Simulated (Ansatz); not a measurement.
# Four-centre ligand exchange

Start structure (BSiH5SF2, closed shell), relaxed at PBE0-D4/def2-TZVP:

B1  (0.784, -1.636, -0.748)
S2  (1.623, -0.610, -1.965)
F3  (-0.055, -2.566, -1.157)
F4  (0.981, -1.501, 0.551)
H5  (-1.488, 0.185, -0.104)
Si6  (-1.125, 1.240, 0.878)
H7  (2.290, 0.114, -1.052)
H8  (0.275, 1.673, 0.636)
H9  (-2.036, 2.400, 0.708)
H10  (-1.249, 0.701, 2.254)
(Å)

The step: BHSF₂ ([F][B]([F])[SH]) + SiH₄ → BSiH₃F₂ ([F][B]([F])[SiH3]) + H₂S; bonds formed: B1–Si6, S2–H5; bonds broken: B1–S2, H5–Si6. Program: Ansatz 0.2.0. Basis: def2-TZVPP and def2-QZVPP. Cores are frozen in the correlated methods. Extrapolation: Hartree–Fock as exp(−7.88 √X), correlation as X^−2.97. Energies below are by CCSD(T) at an estimated basis limit (MP2 extrapolated from triple and quadruple zeta, plus CCSD(T) − MP2 in triple zeta).

(1) What are the electronic barrier and the energy of the step, from the start structure to the end structure? (Judge from chemistry; the value comes from the calculation.)

The T1 diagnostic stays at or below 0.014.

## Answers

(1) By the calculation: Barrier 50.92 kcal/mol; step energy 17.71 kcal/mol (uphill); reverse barrier, their difference, 33.21 kcal/mol. Barrier and step energy count from the start structure, the reverse barrier from the end structure.

The saddle point: One imaginary mode of 936i cm⁻¹.
| pair | start (Å) | saddle (Å) | end (Å) |
| --- | --- | --- | --- |
| B1–Si6 | 3.82 | 2.21 | 2.03 |
| S2–H5 | 3.71 | 1.61 | 1.34 |
| B1–S2 | 1.80 | 2.13 | 3.04 |
| H5–Si6 | 1.49 | 1.95 | 3.48 |

Zero-point energy (harmonic, PBE0-D4): ZPE is 32.30 kcal/mol at the start and 31.25 kcal/mol at the saddle, so the barrier goes from 50.92 to 49.87 kcal/mol.

Labels in which every atom is bracketed show which atoms are joined, not bond orders.

For scale, one of the runs: CCSD(T)/def2-TZVPP, 247 basis functions, launched by `ansatz run in.yaml --threads 4 --pin off --events-out ev --progress --plain --max-ram 9574MiB`. Time: 2.6 min of wall clock on 4 CPU threads of an Arm Neoverse V2; the host was shared. Peak host memory: 5 GiB.
